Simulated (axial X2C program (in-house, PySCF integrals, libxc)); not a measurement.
Correcting the dissociation energy of Nb₂ for spin–orbit coupling

A spin-free PBE0 curve (one-electron X2C) was computed with an in-house all-electron X2C program for linear molecules (integrals from PySCF), basis Nb dyall-cv3z [11s12p9d5f3g] (cores contracted in-house), for the state M_S = 1, Λ = 0 (beyond evenly filled blocks: δ+α, δ-α). It gives D0 = 3.258 eV to Nb + Nb, which in a spin-free picture are the weighted means of the ground terms.

Measured levels of the ground terms (NIST Handbook of Basic Atomic Spectroscopic Data), in cm⁻¹: Nb 6D: J = 1/2 at 0, J = 3/2 at 154.2, J = 5/2 at 392, J = 7/2 at 695.2, J = 9/2 at 1050.3.

The molecular state has Λ = 0, so it has no first-order lowering.

Question: How far does each ground level lie under the (2J+1)-weighted mean of its term?

Answer: Nb: (2 × 0 + 4 × 154.2 + 6 × 392 + 8 × 695.2 + 10 × 1050.3)/30 = 634 cm⁻¹, counted twice.

Question: Correct D0.

Answer: D0 = 3.258 + (0 − 1268)/8065.5 = 3.101 eV at PBE0 with these spin–orbit terms.

Second-order spin–orbit effects in the molecule, which grow quickly with Z, are left out. The state is one determinant whose occupation by symmetry is held fixed; it was picked as the lowest of a PBE0 search that is not exhaustive. De is counted from the lowest determinant-based energies of the atoms at the same level, without counterpoise correction. Other states lie close and PBE0, whose exact exchange favours high spin, may order them wrongly; the determinant shown need not be the ground state. The nearest other spin-free determinant of the search, M_S = 0, Λ = 0, lies 0.39 eV up at the distance of the search.
